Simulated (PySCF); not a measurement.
Gas-phase reaction: Sn₂O₂ + 4 H₂ ⇌ 2 SnH₄ + O₂

Energies from PySCF, thermal terms from the rigid-rotor harmonic-oscillator model, ideal gas at 1 bar. † marks an energy on the PBE0/def2-TZVP geometry and frequencies; other levels use their own. CCSD(T) freezes the core. Open shells (unrestricted): O₂ (multiplicity 3); the rest are closed-shell singlets. Sn: scalar-relativistic def2 core potential, no spin-orbit coupling. Sn₂O₂: computed as isolated molecules; such fragments, hydroxides, amides, oligomers or adducts are transient or little studied in the gas. CCSD(T) isn't extrapolated to the basis-set limit; its ΔH°(298 K) is 434.2 kJ in def2-SVP and 519.7 kJ in def2-TZVPP. The harmonic model lacks anharmonicity and excited electronic states, which grow with temperature; levels with a mode under 35 cm⁻¹ are left out. Warning, large T1 diagnostic: Sn₂O₂ (CCSD(T)/def2-TZVPP†).

```csv
level,"ΔE electronic, kJ","ΔH°(298 K), kJ","ΔS°(298 K), J/K","ΔG°(600 K), kJ"
BLYP/def2-TZVP†,564,571,-174,680
CCSD(T)/def2-TZVPP†,513,520,-174,629
PBE/def2-SVP,439,444,-179,556
PBE0/def2-QZVP†,474,481,-174,591
r2SCAN/def2-TZVP†,503,510,-174,619
```
ΔH° is lowest at PBE/def2-SVP and highest at BLYP/def2-TZVP†. No reference value is set beside these.
